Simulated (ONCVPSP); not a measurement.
## boron: one change to an ONCV potential, before and after

boron (B), optimised norm-conserving Vanderbilt (ONCV), made with ONCVPSP 4.0.1 (LDA (Perdew-Wang 92), scalar-relativistic). Core [He], reference 2s2 2p1. Waves: 2s: rc 1.65 bohr, ncon 4, nbas 9, qcut 3.5 1/bohr, 2 projectors, debl 2.4 Ha; 2p: rc 3.75 bohr, ncon 5, nbas 9, qcut 3.9 1/bohr, 1 projector; d scattering state at 0.36 Ha: rc 3.40 bohr, ncon 4, nbas 7, qcut 3.1 1/bohr, 2 projectors, debl 0.4 Ha. Local part: polynomial inside 1.55 bohr (lpopt 5, dvloc0 2 Ha). Core correction: polynomial model core, fcfact 0.35.

All-electron outer shells of the reference configuration (LDA (PZ), scalar-relativistic, ld1.x):

```tsv
shell	level (eV)	outermost node (bohr)	outermost maximum (bohr)
1s	-178.66	–	0.21
2s	-9.39	0.46	1.52
2p	-3.72	–	1.55
```

Change: p: qcut 2.7.

Cutoffs: the cutoffs (Ha) at which the residual kinetic energy of the hardest occupied pseudo-wave falls to 1 and 0.1 mHa per electron; they do not see the model core or the augmentation charge, which bear on the density cutoff. Errors are all-electron minus pseudo energies relative to the spin-unpolarised reference configuration.

Q: What does the change do?

A: The potential gets neither clearly harder nor softer (14 Ha and 78 Ha → 14 Ha and 78 Ha); the s channel sets the loose cutoff, while the largest relative change is in p, which becomes softer; of the 4 tests that both files solve, the error grows in 4 and shrinks in 0 by more than 15 % and 0.3 meV (median size 101.0 → 176.6 meV); neither file shows a bound ghost.

```csv
quantity,base,changed
"cutoff, loose",14 Ha,14 Ha
"cutoff, tight",78 Ha,78 Ha
loose cutoff by channel,"s 14 Ha, p 4.9 Ha","s 14 Ha, p 4.2 Ha"
bound ghosts,none,none
GHOST(+) flags under 300 eV,none,none
"error for 2s2 2p0, meV [ΔE 8.32 eV]",+164,+278
"error for 2s1 2p0, meV [ΔE 33.62 eV]",+449,+770
"error for 2s2 2p0.5, meV [ΔE 2.94 eV]",+25,+44
"error for 2s1 2p2, meV [ΔE 5.68 eV]",-38,-76
s: phases at 1.68 bohr within 0.05 rad from the reference energy up to (Ha; the scan ends near 5),3.8,3.8
p: phases at 3.81 bohr within 0.05 rad from the reference energy up to (Ha; the scan ends near 5),0.1,0.1
d: phases at 3.46 bohr within 0.05 rad from the reference energy up to (Ha; the scan ends near 5),3.4,3.4
"rms error of d²Exc/dni dnj with the model core, mHa",0.89,0.82
```
